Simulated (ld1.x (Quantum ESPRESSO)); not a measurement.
**bismuth (Bi) TM: all-electron and pseudo phase curves**

ld1.x (Quantum ESPRESSO) 7.5 input, shortened:

```
&input
   title='Bi', zed=83., rel=1, dft='PZ', iswitch=3,
   config='[Xe] 4f14 5d10 6s2 6p3'
 /
 &inputp
   pseudotype=2, tm=.true., lloc=0,
   nlcc=.false.
 /
3
6P  2  1   3.00   0.00  2.45  2.45  0.0
5D  3  2  10.00   0.00  2.05  2.05  0.0
6S  1  0   2.00   0.00  1.45  1.45  0.0
 &test
   configts(1)='5d10 6s2 6p3'
 /
```

The phase is arctan(r·u′/u) with u = r·R(r), unwrapped; energies in Ry, scanned from -4 to 5 Ry. A pole is an energy at which the radial function vanishes at the test radius. The pseudo phase is shifted by a multiple of π to meet the all-electron one at the reference energy, and phase errors are pseudo minus all-electron; the curves can meet again beyond the range given. Levels narrower than the energy grid can be missing from the lists of poles.

```tsv
channel	radius (bohr)	reference energy (Ry)	poles, all-electron	poles, pseudo	unbroken range about the reference energy with phases within 0.05 rad	phase error 1 Ry above the reference energy (rad)
s	2.65	-1.08	-0.02	-0.10, 1.79	below 0.5	-0.014
p	2.65	-0.35	1.69	1.63	below 3.9	-0.004
d	2.65	-2.00	-1.90, 4.44	-1.90	below 0.7	+0.003
```

Phases in the d channel:

| E (Ry) | all-electron | pseudo |
| --- | --- | --- |
| -4.00 | 1.371 | 1.371 |
| -3.76 | 1.363 | 1.363 |
| -3.52 | 1.353 | 1.354 |
| -3.28 | 1.342 | 1.342 |
| -3.04 | 1.326 | 1.327 |
| -2.80 | 1.304 | 1.304 |
| -2.56 | 1.266 | 1.267 |
| -2.32 | 1.169 | 1.171 |
| -2.08 | -0.159 | -0.157 |
| -1.84 | -1.631 | -1.631 |
| -1.60 | -1.736 | -1.735 |
| -1.36 | -1.781 | -1.780 |
| -1.12 | -1.814 | -1.812 |
| -0.88 | -1.844 | -1.841 |
| -0.64 | -1.875 | -1.871 |
| -0.40 | -1.911 | -1.905 |
| -0.16 | -1.954 | -1.945 |
| 0.08 | -2.010 | -1.996 |
| 0.32 | -2.086 | -2.063 |
| 0.56 | -2.194 | -2.157 |
| 0.80 | -2.360 | -2.295 |
| 1.04 | -2.631 | -2.511 |
| 1.28 | -3.052 | -2.851 |
| 1.52 | -3.548 | -3.309 |
| 1.76 | -3.935 | -3.742 |
| 2.00 | -4.177 | -4.041 |
| 2.24 | -4.327 | -4.229 |
| 2.48 | -4.426 | -4.352 |
| 2.72 | -4.496 | -4.436 |
| 2.96 | -4.548 | -4.497 |
| 3.20 | -4.588 | -4.543 |
| 3.44 | -4.620 | -4.579 |
| 3.68 | -4.647 | -4.609 |
| 3.92 | -4.670 | -4.633 |
| 4.16 | -4.691 | -4.655 |
| 4.40 | -4.709 | -4.673 |
| 4.64 | -4.726 | -4.690 |
| 4.88 | -4.743 | -4.705 |
